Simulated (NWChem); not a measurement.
Everything below was run with NWChem. System: dimethyl carbonate (C$_{3}$H$_{6}$O$_{3}$), charge 0, spin multiplicity 1, at a geometry optimised with PBE0/def2-SVP. Level: M06-2X/def2-SVP.

The NWChem input:

```
start mol
memory heap 200 mb stack 900 mb global 1100 mb
geometry units angstroms nocenter noautoz
  C     -2.313698    -0.100215     0.019423
  O     -1.076777    -0.046411     0.704396
  C      0.000000     0.000000    -0.071841
  O      0.000000     0.000000    -1.274203
  O      1.076777     0.046411     0.704396
  C      2.313698     0.100215     0.019423
  H     -2.379430    -1.002151    -0.607299
  H     -3.090222    -0.122562     0.792903
  H     -2.447454     0.781408    -0.624974
  H      3.090222     0.122562     0.792903
  H      2.379430     1.002151    -0.607299
  H      2.447454    -0.781408    -0.624974
  symmetry group C2
end
basis spherical
  * library def2-svp
end
dft
  xc m06-2x
  semidirect memsize 60000000 filesize 0
  iterations 100
  grid fine
end
task dft energy
```

NWChem printed:

```
             Northwest Computational Chemistry Package (NWChem) 7.3.0
             --------------------------------------------------------

                                NWChem Input Module
                                -------------------

 Scaling coordinates for geometry "geometry" by  1.889725989
 (inverse scale =  0.529177249)

 Turning off AUTOSYM since
 SYMMETRY directive was detected!

                             Geometry "geometry" -> ""
                             -------------------------

 Output coordinates in angstroms (scale by  1.889725989 to convert to a.u.)

  No.       Tag          Charge          X              Y              Z
 ---- ---------------- ---------- -------------- -------------- --------------
    1 C                    6.0000    -2.31369800    -0.10021500     0.01942300
    2 O                    8.0000    -1.07677700    -0.04641100     0.70439600
    3 C                    6.0000     0.00000000     0.00000000    -0.07184100
    4 O                    8.0000     0.00000000     0.00000000    -1.27420300
    5 O                    8.0000     1.07677700     0.04641100     0.70439600
    6 C                    6.0000     2.31369800     0.10021500     0.01942300
    7 H                    1.0000    -2.37943000    -1.00215100    -0.60729900
    8 H                    1.0000    -3.09022200    -0.12256200     0.79290300
    9 H                    1.0000    -2.44745400     0.78140800    -0.62497400
   10 H                    1.0000     3.09022200     0.12256200     0.79290300
   11 H                    1.0000     2.37943000     1.00215100    -0.60729900
   12 H                    1.0000     2.44745400    -0.78140800    -0.62497400

 Effective nuclear repulsion energy (a.u.)     253.4101454716

            Nuclear Dipole moment (a.u.)
            ----------------------------
        X                 Y               Z
 ---------------- ---------------- ----------------
     0.0000000000    -0.0000000000     0.0000037795

      Symmetry information
      --------------------

 Group name             C2
 Group number              4
 Group order               2
 No. of unique centers     7

      Symmetry unique atoms

     1    2    3    4    7    8    9


 Summary of "ao basis" -> "" (spherical)
 ------------------------------------------------------------------------------
       Tag                 Description            Shells   Functions and Types
 ---------------- ------------------------------  ------  ---------------------
 *                          def2-svp                  on all atoms

                                 NWChem DFT Module
                                 -----------------

 Summary of "ao basis" -> "ao basis" (spherical)
 ------------------------------------------------------------------------------
       Tag                 Description            Shells   Functions and Types
 ---------------- ------------------------------  ------  ---------------------
 C                          def2-svp                 6       14   3s2p1d
 O                          def2-svp                 6       14   3s2p1d
 H                          def2-svp                 3        5   2s1p

 Summary of "ao basis" -> "ao basis" (spherical)
 ------------------------------------------------------------------------------
       Tag                 Description            Shells   Functions and Types
 ---------------- ------------------------------  ------  ---------------------
 C                          def2-svp                 6       14   3s2p1d
 O                          def2-svp                 6       14   3s2p1d
 H                          def2-svp                 3        5   2s1p

      Symmetry analysis of basis
      --------------------------

        a          59
        b          55

            General Information
            -------------------
          SCF calculation type: DFT
          Wavefunction type:  closed shell.
          No. of atoms     :    12
          No. of electrons :    48
           Alpha electrons :    24
            Beta electrons :    24
          Charge           :     0
          Spin multiplicity:     1
          Use of symmetry is: on ; symmetry adaption is: on
          Maximum number of iterations: 100
          AO basis - number of functions:   114
                     number of shells:    54
          Convergence on energy requested:  1.00D-06
          Convergence on density requested:  1.00D-05
          Convergence on gradient requested:  5.00D-04

              XC Information
              --------------
                       M06-2X Method XC Functional
                     Hartree-Fock (Exact) Exchange  0.540
                        M06-2X Exchange Functional  1.000
                      M06-2X Correlation Potential  1.000

             Grid Information
             ----------------
          Grid used for XC integration:  fine
          Radial quadrature: Mura-Knowles
          Angular quadrature: Lebedev.
          Tag              B.-S. Rad. Rad. Pts. Rad. Cut. Ang. Pts.
          ---              ---------- --------- --------- ---------
          C                   0.70       70          13.0       590
          O                   0.60       70          11.0       590
          H                   0.35       60          14.0       590
          Grid pruning is: on
          Number of quadrature shells:   460
          Spatial weights used:  Erf1

          Convergence Information
          -----------------------
          Convergence aids based upon iterative change in
          total energy or number of iterations.
          Levelshifting, if invoked, occurs when the
          HOMO/LUMO gap drops below (HL_TOL):  1.00D-02
          DIIS, if invoked, will attempt to extrapolate
          using up to (NFOCK): 10 stored Fock matrices.

                    Damping( 0%)  Levelshifting(0.5)       DIIS
                  --------------- ------------------- ---------------
          dE  on:    start            ASAP                start
          dE off:    2 iters        100 iters           100 iters

      Screening Tolerance Information
      -------------------------------
          Density screening/tol_rho:  1.00D-10
          AO Gaussian exp screening on grid/accAOfunc:  14
          CD Gaussian exp screening on grid/accCDfunc:  20
          XC Gaussian exp screening on grid/accXCfunc:  20
          Schwarz screening/accCoul:  1.00D-08

      Superposition of Atomic Density Guess
      -------------------------------------

 Sum of atomic energies:        -339.94356724

      Non-variational initial energy
      ------------------------------

 Total energy =    -343.106148
 1-e energy   =    -966.794286
 2-e energy   =     370.277993
 HOMO         =      -0.368668
 LUMO         =       0.095449

      Symmetry analysis of molecular orbitals - initial
      -------------------------------------------------

  Numbering of irreducible representations:

     1 a           2 b

  Orbital symmetries:

     1 a           2 b           3 a           4 b           5 a
     6 a           7 a           8 b           9 a          10 a
    11 b          12 a          13 b          14 a          15 b
    16 a          17 a          18 b          19 b          20 b
    21 a          22 b          23 b          24 a          25 b
    26 a          27 a          28 b          29 a          30 b
    31 a          32 b          33 b          34 a

------------------------------------------------------------
EAF file 0: "./mol.aoints.0" size=524288 bytes
------------------------------------------------------------
               write      read    awrite     aread      wait
               -----      ----    ------     -----      ----
     calls:        1         0         0         0         0
   data(b): 5.24e+05  0.00e+00  0.00e+00  0.00e+00
   time(s): 0.00e+00  0.00e+00  0.00e+00  0.00e+00  0.00e+00
rate(mb/s): 0.00e+00  0.00e+00
------------------------------------------------------------

   convergence    iter        energy       DeltaE   RMS-Dens  Diis-err    time
 ---------------- ----- ----------------- --------- --------- ---------  ------
 d= 0,ls=0.0,diis     1   -343.0563206644 -5.96D+02  1.19D-02  1.30D+00     3.3
 d= 0,ls=0.0,diis     2   -343.0196904178  3.66D-02  6.67D-03  2.06D+00     4.4
 d= 0,ls=0.0,diis     3   -343.2025956604 -1.83D-01  1.32D-03  4.60D-02     5.5
 d= 0,ls=0.0,diis     4   -343.2059927029 -3.40D-03  4.78D-04  1.23D-02     6.9
 d= 0,ls=0.0,diis     5   -343.2070929625 -1.10D-03  1.04D-04  3.68D-04     8.0
  Resetting Diis
 d= 0,ls=0.0,diis     6   -343.2071280775 -3.51D-05  3.71D-05  1.79D-05     9.3
 d= 0,ls=0.0,diis     7   -343.2071307262 -2.65D-06  9.39D-06  7.21D-07    10.7
 d= 0,ls=0.0,diis     8   -343.2071308187 -9.24D-08  3.67D-06  4.27D-07    12.3

         Total DFT energy =     -343.207130818670
      One electron energy =     -970.464312842353
           Coulomb energy =      417.983296698099
    Exchange-Corr. energy =      -44.136260145995
 Nuclear repulsion energy =      253.410145471579

 Numeric. integr. density =       48.000001889518

     Total iterative time =     12.0s

                  Occupations of the irreducible representations
                  ----------------------------------------------

                     irrep           alpha         beta
                     --------     --------     --------
                     a                13.0         13.0
                     b                11.0         11.0

                       DFT Final Molecular Orbital Analysis
                       ------------------------------------

 Vector   22  Occ=2.000000D+00  E=-3.791226D-01  Symmetry=b
              MO Center=  2.6D-13,  1.2D-14, -4.0D-01, r^2= 2.7D+00
   Bfn.  Coefficient  Atom+Function         Bfn.  Coefficient  Atom+Function
  ----- ------------  ---------------      ----- ------------  ---------------
    47      0.436086   4 O  py               50      0.330790   4 O  py
    19     -0.293730   2 O  py               61     -0.293730   5 O  py
    22     -0.237063   2 O  py               64     -0.237063   5 O  py
    85     -0.099700   7 H  s               105      0.099700  11 H  s
    95      0.098604   9 H  s               110     -0.098604  12 H  s

 Vector   23  Occ=2.000000D+00  E=-3.762574D-01  Symmetry=a
              MO Center= -2.6D-13, -1.2D-14,  3.0D-01, r^2= 3.9D+00
   Bfn.  Coefficient  Atom+Function         Bfn.  Coefficient  Atom+Function
  ----- ------------  ---------------      ----- ------------  ---------------
    19      0.393056   2 O  py               61     -0.393056   5 O  py
    22      0.305456   2 O  py               64     -0.305456   5 O  py
     5     -0.177787   1 C  py               75      0.177787   6 C  py
    85      0.167922   7 H  s               105      0.167922  11 H  s
    95     -0.165925   9 H  s               110     -0.165925  12 H  s

 Vector   24  Occ=2.000000D+00  E=-3.691064D-01  Symmetry=b
              MO Center= -3.5D-15, -2.2D-16, -7.4D-01, r^2= 1.8D+00
   Bfn.  Coefficient  Atom+Function         Bfn.  Coefficient  Atom+Function
  ----- ------------  ---------------      ----- ------------  ---------------
    46      0.562718   4 O  px               49      0.398539   4 O  px
    20     -0.236427   2 O  pz               62      0.236427   5 O  pz
    23     -0.191129   2 O  pz               65      0.191129   5 O  pz
    35      0.096016   3 C  px               18      0.072670   2 O  px
    60      0.072670   5 O  px               41      0.054079   3 C  d  1

 Vector   25  Occ=0.000000D+00  E= 8.933893D-02  Symmetry=b
              MO Center=  9.8D-15, -6.0D-15, -2.8D-01, r^2= 2.3D+00
   Bfn.  Coefficient  Atom+Function         Bfn.  Coefficient  Atom+Function
  ----- ------------  ---------------      ----- ------------  ---------------
    36      0.591398   3 C  py               33      0.565675   3 C  py
    50     -0.431328   4 O  py               47     -0.367944   4 O  py
    86     -0.297621   7 H  s               106      0.297621  11 H  s
    96      0.284326   9 H  s               111     -0.284326  12 H  s
     8     -0.248515   1 C  py               78     -0.248515   6 C  py

 Vector   26  Occ=0.000000D+00  E= 1.078712D-01  Symmetry=a
              MO Center= -1.4D-16,  8.7D-15, -3.2D-01, r^2= 1.0D+01
   Bfn.  Coefficient  Atom+Function         Bfn.  Coefficient  Atom+Function
  ----- ------------  ---------------      ----- ------------  ---------------
     3      1.672511   1 C  s                73      1.672511   6 C  s
    86     -0.875118   7 H  s               106     -0.875118  11 H  s
    96     -0.869509   9 H  s               111     -0.869509  12 H  s
    31     -0.834353   3 C  s                91     -0.672561   8 H  s
   101     -0.672561  10 H  s                45      0.356640   4 O  s

 Vector   27  Occ=0.000000D+00  E= 1.227939D-01  Symmetry=b
              MO Center= -6.7D-15,  1.9D-16, -1.6D-01, r^2= 1.2D+01
   Bfn.  Coefficient  Atom+Function         Bfn.  Coefficient  Atom+Function
  ----- ------------  ---------------      ----- ------------  ---------------
     3      1.899236   1 C  s                73     -1.899236   6 C  s
    91     -0.931157   8 H  s               101      0.931157  10 H  s
    86     -0.897124   7 H  s                96     -0.893259   9 H  s
   106      0.897124  11 H  s               111      0.893259  12 H  s
     7     -0.307416   1 C  px               77     -0.307416   6 C  px

 center of mass
 --------------
 x =   0.00000000 y =   0.00000000 z =   0.01828575

 moments of inertia (a.u.)
 ------------------
         172.473541315583         -31.705558047066          -0.000000000000
         -31.705558047066         903.492535764554           0.000000000000
          -0.000000000000           0.000000000000         756.697089403143

     Multipole analysis of the density
     ---------------------------------

     L   x y z        total         alpha         beta         nuclear
     -   - - -        -----         -----         ----         -------
     0   0 0 0     -0.000000    -24.000000    -24.000000     48.000000

     1   1 0 0     -0.000000     -0.000000     -0.000000      0.000000
     1   0 1 0     -0.000000     -0.000000     -0.000000     -0.000000
     1   0 0 1      0.100991      0.050494      0.050494      0.000004

     2   2 0 0    -18.054377   -232.561425   -232.561425    447.068473
     2   1 1 0      0.311236     -9.278526     -9.278526     18.868287
     2   1 0 1     -0.000000     -0.000000     -0.000000      0.000000
     2   0 2 0    -25.293313    -18.743951    -18.743951     12.194589
     2   0 1 1      0.000000      0.000000      0.000000      0.000000
     2   0 0 2    -30.422712    -57.598495    -57.598495     84.774278

 Task  times  cpu:       12.3s     wall:       12.3s

 Total times  cpu:       12.3s     wall:       12.3s
```
